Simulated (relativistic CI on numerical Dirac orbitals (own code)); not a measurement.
Calculated at this level of theory: Dirac-Coulomb-Breit CI, separate exchange-only KLI orbitals for each configuration, QED by a radiative potential, unscaled Slater integrals (own radial code, finite nucleus).

The strongest absorption lines from the ground level of an ion, among the configurations computed and to levels below about 186 eV (vacuum wavelength in nm, gf): 8.5408 (0.45), 8.7645 (0.16), 9.1251 (3), 13.772 (5.2), 13.785 (0.47), 14.070 (0.5), 14.164 (2.6), 15.471 (4).

Which ion is it?
A. Ni11+
B. Cr5+
C. Fe7+
D. Ni9+

D. Ni9+ has 19 electrons and the ground level 3s²3p⁶3d ²D3/2; the strongest line goes to 3s²3p⁵3d² ²D°3/2. The pattern of lines fixes the number of electrons, and along that sequence the line energies rise steadily with the charge (about as its square where n changes within one kind of shell, about linearly where n is kept but much faster in heavy ions where fine structure, which grows about as Z⁴, sets the gap, and irregularly where shells cross), which fixes Z. Configurations outside the model, such as inner-shell arrays, can give stronger lines. At this charge energies of transitions that change n are usually good to better than 1 %, and those within a shell (Δn = 0) to a few per cent.

LS names give the leading component of a level, which can be under half, so a name can repeat, a term be missing and a line seem to break the LS rules.
